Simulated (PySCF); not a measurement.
**Potential energy of GaP along the bond**

Set-up: basis Ga def2-TZVPP, P def2-TZVPP; no relativity; PySCF 2.14. Energies in eV from Ga + P in their ground configurations at the same level. State: ³Σ⁻ (triplet), unpaired electrons π ↑↑.

All columns are PBE0. A positive dipole means Ga(−)P(+).

```
R (Å)  E (eV)  μ (D)  Mulliken charge on Ga (basis-dependent)  HOMO (eV)  LUMO (eV)  Mayer bond order  ⟨S²⟩
2.117  -1.561   0.28                                     0.09      -5.44      -3.98              1.20  2.01
2.216  -1.903  -0.20                                     0.16      -5.50      -3.74              1.15  2.01
2.314  -2.088  -0.69                                     0.22      -5.53      -3.53              1.11  2.01
2.388  -2.153  -1.05                                     0.25      -5.54      -3.38              1.08  2.01
2.462  -2.169  -1.41                                     0.28      -5.52      -3.24              1.06  2.01
2.536  -2.149  -1.76                                     0.30      -5.50      -3.12              1.04  2.01
2.634  -2.080  -2.22                                     0.32      -5.45      -2.97              1.02  2.01
2.757  -1.947  -2.76                                     0.33      -5.36      -2.81              0.99  2.01
2.905  -1.748  -3.36                                     0.34      -5.23      -2.67              0.97  2.02
3.102  -1.454  -4.05                                     0.33      -5.04      -2.57              0.94  2.03
```

A fit through these points gives, at Re = 2.455 Å, μ = -1.38 D and dμ/dR = -4.84 D/Å; the reduced mass is 21.37 u.

Q: How strong is the fundamental in the double-harmonic approximation, I = 42.26·(dμ/dR)²/μred km/mol?

A: I = 42.26·(-4.84)²/21.37 = 46.3 km/mol at PBE0.

Spin–orbit coupling is left out. The state is the lowest determinant that a PBE0 search found; another state may lie lower at other levels.
